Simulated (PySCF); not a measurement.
**A thermochemical cycle for CsLi**

PBE in PySCF with def2-SVP on every atom (core potentials on Cs), for the lowest determinant that a PBE0 search found; no spin–orbit coupling. CsLi, a singlet (closed shell), has De = 0.65 eV to neutral atoms, and CsLi⁺, a doublet (σ ↑), has De = 0.40 eV to Cs⁺ + Li.

The adiabatic ionisation energy of CsLi, between the minima, is 4.23 eV.

Task: Which ionisation energy of the Cs atom does this level give?

Result: IE(Cs) = IE(molecule) + De(ion) − De(neutral) = 4.23 + 0.40 − 0.65 = 3.98 eV; the measured value is 3.894 eV (NIST ASD).

Closed-shell solutions of metal pairs were not tested for spin polarisation, which can lower them a little. Weak bonds: CsLi⁺. Basis-set superposition, not corrected here, can be much of De in a small basis, most of all at correlated wavefunction levels. Spin–orbit coupling is left out. For an ion De counts to the pair picked by the measured ionisation energies or electron affinities, which need not be the lowest pair at this level. States were picked by a PBE0 search and need not be the measured ground states.
